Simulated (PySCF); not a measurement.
## Scandium: highly charged ions in a basis for the neutral atom

Sc(10+) [Ne] 3s1, Sc(11+) [Ne]. All numbers are calculated (PySCF 2.14, scalar relativity by spin-free X2C-1e, in x2c-SVPall (5s3p3d1f, 36 functions)). No spin-orbit coupling, so a gap to NIST mixes the basis error with missing relativistic terms.

Changed run: basis of the neutral atom used for a highly charged ion. This setting is unsound on purpose.

```csv
species,method,sound run (hartree),changed run (hartree),converged
Sc(10+),UHF,not run,-725.87638,yes
Sc(10+),M06-L,not run,-726.31896,yes
Sc(10+),LDA,not run,-724.28137,yes
Sc(11+),UHF,not run,-716.91012,yes
Sc(11+),M06-L,not run,-717.39313,yes
Sc(11+),LDA,not run,-715.27538,yes
```

Ionisation energy of Sc(10+):

| method | changed run (eV) | NIST (eV) |
| --- | --- | --- |
| UHF | 243.98 | 249.80 |
| M06-L | 242.88 | 249.80 |
| LDA | 245.07 | 249.80 |

The contracted functions were made for the neutral atom and can be too rigid for a highly charged ion.
